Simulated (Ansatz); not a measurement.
Diatomic MgO, closed-shell singlet (the spin of the measured ground state).

| level | bond energy D_e (eV) |
|---|---|
| SVWN5/def2-TZVPP | 3.662 |
| PBE/def2-TZVPP | 2.884 |
| r2SCAN/def2-TZVPP | 2.528 |
| B97M-V/def2-TZVPP | 2.365 |
| B3LYP/def2-TZVPP | 2.237 |
| PBE0/def2-TZVPP | 2.031 |
| BHLYP/def2-TZVPP | 1.239 |
| CAM-B3LYP/def2-TZVPP | 2.090 |
| wB97X-V/def2-TZVPP | 2.057 |
| B2PLYP/def2-TZVPP | 2.571 |
| CCSD/def2-TZVPP | 1.761 |
| CCSD/def2-QZVPP | 1.977 |
| CCSD(T)/def2-TZVPP | 2.302 |
| CCSD(T)/def2-QZVPP | 2.555 |

The rows run from 1.239 (BHLYP/def2-TZVPP) to 3.662 eV (SVWN5/def2-TZVPP). From def2-TZVPP to def2-QZVPP CCSD(T) changes by 0.253. The 10 functionals in def2-TZVPP without D3 or D4 span 2.422, from BHLYP to SVWN5.

D_e counts from the fitted minimum to each atom's lowest state at the same level, without counterpoise. The singlet is restricted.

Correlated levels freeze the inner cores; with def2 sets outer-core shells near the valence are correlated too.

Doubts at one or more of the structures used: a restricted determinant that unrestricted orbitals would lower (B2PLYP/def2-TZVPP, CCSD/def2-TZVPP, CCSD/def2-QZVPP, CCSD(T)/def2-TZVPP, CCSD(T)/def2-QZVPP); other coupled-cluster roots lie near (CCSD/def2-TZVPP, CCSD/def2-QZVPP, CCSD(T)/def2-TZVPP, CCSD(T)/def2-QZVPP).

The values were computed with Ansatz (a quantum-chemistry and plane-wave program). Each number belongs to the level named beside it.
